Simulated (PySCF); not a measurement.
CH3FO2Si2, SMILES O=C1O[Si@H](F)[SiH2]1.

The structure is a stationary point at PBE0-D3(BJ)/def2-SVP. The structure was generated by enumeration; whether it is a known compound was not checked.

Two levels are set side by side: TDA-PBE/def2-SVPD (PySCF) and TDA-ωB97X/def2-SVPD (PySCF). Vertical, same geometry. The lowest singlet is HOMO→LUMO 98 % with PBE and HOMO→LUMO 72 %, HOMO→LUMO+3 15 % with the other functional; states are paired by order. Differences are taken from unrounded values.

| quantity | TDA-PBE |
|---|---|
| lowest singlet excitation (eV) | 4.26 |
| lowest triplet excitation (TDA) (eV) | 3.74 |
| first bright state (f over 0.05) (eV) | 5.82 |
| its oscillator strength | 0.08 |

Problem. These are the TDA-PBE values. What does TDA-ωB97X give? (The exact figures need the calculation; the answer reports its results.)

Solution. 
| quantity | TDA-ωB97X | TDA-PBE minus TDA-ωB97X |
|---|---|---|
| lowest singlet excitation (eV) | 4.77 | -0.51 |
| lowest triplet excitation (TDA) (eV) | 4.14 | -0.40 |
| first bright state (f over 0.05) (eV) | 6.85 | -1.03 |
| its oscillator strength | 0.06 | 0.01 |

A lower first singlet is the usual sign of a functional without exact exchange. Differences between two approximate levels are no errors against the true value.

Rough cost on one machine, each run with all the roots and properties that it gave: TDA-ωB97X against TDA-PBE about 4 times.
